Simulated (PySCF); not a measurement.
Al(AsH2)2(H) (AlAs₂H₅), SMILES [AsH2][AlH][AsH2].

Geometry: B3LYP-D3(BJ)/def2-SVP. The structure was generated by enumeration; whether it is a known compound was not checked.

Two levels are set side by side: PBE/def2-TZVPD (PySCF) and B3LYP/def2-TZVPD (PySCF). Same geometry, gas phase. Differences are taken from unrounded values.

```json
[
 {"quantity": "orbital gap (eV)", "B3LYP": "4.84", "PBE": "3.53", "PBE minus B3LYP": "-1.31"},
 {"quantity": "highest occupied level (eV)", "B3LYP": "-6.70", "PBE": "-5.95", "PBE minus B3LYP": "0.74"},
 {"quantity": "lowest empty level (eV)", "B3LYP": "-1.86", "PBE": "-2.42", "PBE minus B3LYP": "-0.57"},
 {"quantity": "dipole moment (D)", "B3LYP": "0.21", "PBE": "0.11", "PBE minus B3LYP": "-0.10"},
 {"quantity": "mean polarisability (bohr³)", "B3LYP": "105.4", "PBE": "108.2", "PBE minus B3LYP": "2.8"}
]
```

PBE's occupied levels lie high since its potential decays too fast outside the molecule; exact exchange lowers them and widens the gap. Differences between two approximate levels are no errors against the true value.

Rough cost on one machine, each run with all the roots and properties that it gave: B3LYP against PBE within a factor of 2.
